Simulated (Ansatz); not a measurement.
SiW₃. The state is a singlet with charge 0. Geometry PBE-D4/def2-SVP.

```xyz
4

W    -0.2251   -0.5258   -1.3270
W     0.5502    1.3264   -0.1604
W    -1.2972    0.1541    0.6175
Si    0.9722   -0.9548    0.8699
```

In the def2 sets W takes a core potential; there is no spin–orbit coupling. HSE06 is defined as in plane-wave codes, on full-range PBE exchange. The structure comes from a short search, and lower isomers may exist.

(1) Estimate the orbital energies around the gap (eV) in Ansatz with HF/def2-TZVP, LDA (SPW92)/def2-TZVP, PBE-D4/def2-TZVP, PBE0-D4/def2-TZVP, HSE06-D4/def2-TZVP.

## Answers

(1) 
| orbital | HF/def2-TZVP | LDA (SPW92)/def2-TZVP | PBE-D4/def2-TZVP | PBE0-D4/def2-TZVP | HSE06-D4/def2-TZVP |
| --- | --- | --- | --- | --- | --- |
| HOMO−9 | -10.87 | -8.14 | -7.90 | -8.79 | -8.41 |
| HOMO−8 | -9.68 | -7.16 | -6.91 | -7.73 | -7.34 |
| HOMO−7 | -9.68 | -6.67 | -6.46 | -7.41 | -7.03 |
| HOMO−6 | -9.34 | -6.67 | -6.46 | -7.41 | -7.03 |
| HOMO−5 | -8.05 | -6.55 | -6.29 | -6.92 | -6.55 |
| HOMO−4 | -8.05 | -5.72 | -5.51 | -6.31 | -5.93 |
| HOMO−3 | -8.03 | -5.72 | -5.51 | -6.31 | -5.93 |
| HOMO−2 | -6.71 | -4.85 | -4.64 | -5.30 | -4.94 |
| HOMO−1 | -6.40 | -4.64 | -4.42 | -5.09 | -4.73 |
| HOMO | -6.40 | -4.64 | -4.42 | -5.09 | -4.73 |
| LUMO | 0.31 | -3.20 | -2.95 | -2.20 | -2.55 |
| LUMO+1 | 0.31 | -3.20 | -2.95 | -2.20 | -2.55 |
| LUMO+2 | 1.13 | -2.91 | -2.66 | -1.84 | -2.21 |
| LUMO+3 | 1.13 | -2.91 | -2.66 | -1.84 | -2.21 |
| LUMO+4 | 1.29 | -2.56 | -2.33 | -1.47 | -1.84 |
| LUMO+5 | 1.91 | -2.56 | -2.33 | -1.47 | -1.84 |
